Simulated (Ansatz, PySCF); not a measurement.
C2H4N2OSi, SMILES N1=CC=N[SiH]1O. Atoms are numbered in the order given.

```xyz
10

O      1.9799    -0.2161     0.7841
Si     0.6308    -0.5137    -0.1140
N     -0.8768    -0.7257     0.8395
C     -1.6834     0.1351     0.3479
C     -1.1434     1.0419    -0.7636
N      0.0730     0.8693    -1.1154
H      1.9687     0.5345     1.3895
H      0.9207    -1.7023    -0.9426
H     -2.7287     0.2385     0.6962
H     -1.7943     1.8076    -1.2269
```

The structure is a stationary point at r2SCAN-D4/def2-SVP. The structure was generated by enumeration, and PubChem lists no compound with its InChIKey, so it may never have been made. One conformer was computed; it need not be the lowest.

Two levels are set side by side: PBE-D3(BJ)/def2-SVP (Ansatz, a first-principles code) and r2SCAN-D4/def2-SVP (Ansatz). Each level has its own optimised geometry; the coordinates shown are those of the second. Frequencies come from the Hessian of PySCF at each geometry. Differences are taken from unrounded values.

```
quantity                            r2SCAN-D4
----------------------------------  ---------
mean bond length (Å)                    1.398
bond O1–Si2 (Å)                         1.648
bond Si2–N3 (Å)                         1.796
bond Si2–N6 (Å)                         1.796
bond N3–C4 (Å)                          1.278
bond C4–C5 (Å)                          1.533
bond C5–N6 (Å)                          1.278
bond O1–H7 (Å)                          0.964
bond Si2–H8 (Å)                         1.478
bond C4–H9 (Å)                          1.107
bond C5–H10 (Å)                         1.107
highest harmonic wavenumber (cm⁻¹)       3887
mean harmonic wavenumber (cm⁻¹)          1191
zero-point energy (kcal/mol)            40.87
```

Problem. What does PBE-D3(BJ) give, and how far is it from r2SCAN-D4? (An estimate is asked for; the answer gives what the named calculation found.)

Solution. 
```csv
quantity,PBE-D3(BJ),PBE-D3(BJ) minus r2SCAN-D4
mean bond length (Å),1.409,0.010
bond O1–Si2 (Å),1.664,0.016
bond Si2–N3 (Å),1.812,0.016
bond Si2–N6 (Å),1.812,0.016
bond N3–C4 (Å),1.286,0.008
bond C4–C5 (Å),1.536,0.003
bond C5–N6 (Å),1.286,0.008
bond O1–H7 (Å),0.973,0.009
bond Si2–H8 (Å),1.490,0.012
bond C4–H9 (Å),1.114,0.007
bond C5–H10 (Å),1.114,0.007
highest harmonic wavenumber (cm⁻¹),3768,-119
mean harmonic wavenumber (cm⁻¹),1159,-32
zero-point energy (kcal/mol),39.77,-1.10
```
